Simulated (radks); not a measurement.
The numbers below are computed, except where a source is named.
The bismuth anion Bi3-, [Rn], held by a Watson sphere: a shell of charge +3 at radius R that stands for the Madelung well of a crystal (potential energy -3/R inside, -3/r outside, in hartree with lengths in bohr). Code: a radial shooting solver on a logarithmic mesh with Libxc functionals. Model: scalar-relativistic Kohn-Sham, PBEsol, spin-unpolarised, spherical densities, point nucleus. Response by self-consistent Sternheimer equations with the Hartree and adiabatic LDA kernel, the relativistic mass of each level held fixed and spin-orbit coupling left out. The sphere does not respond.

R (bohr)  e(5d) (eV)  e(6s) (eV)  e(6p) (eV)  <r> 6p (bohr)  sum of <r^2> (bohr^2)  X-ray form factor at sin(theta)/lambda = 0.3 1/angstrom  alpha (bohr^3)
4.01         -24.777     -13.225      -4.830          3.438                  126.8                                                   62.376           126.9
4.32         -24.524     -12.797      -4.451          3.560                  133.2                                                   62.392           152.9
4.63         -24.320     -12.446      -4.105          3.680                  139.7                                                   62.400           183.5
4.72         -24.268     -12.357      -4.012          3.714                  141.7                                                   62.401           193.3
4.87         -24.187     -12.218      -3.861          3.770                  145.0                                                   62.403           210.6
4.91         -24.166     -12.184      -3.823          3.785                  145.9                                                   62.404           215.5
5.94         -23.767     -11.525      -2.986          4.157                  169.9                                                   62.411           377.7
6.25         -23.680     -11.391      -2.787          4.264                  177.6                                                   62.414           443.6
6.32         -23.662     -11.364      -2.745          4.289                  179.4                                                   62.414           459.9
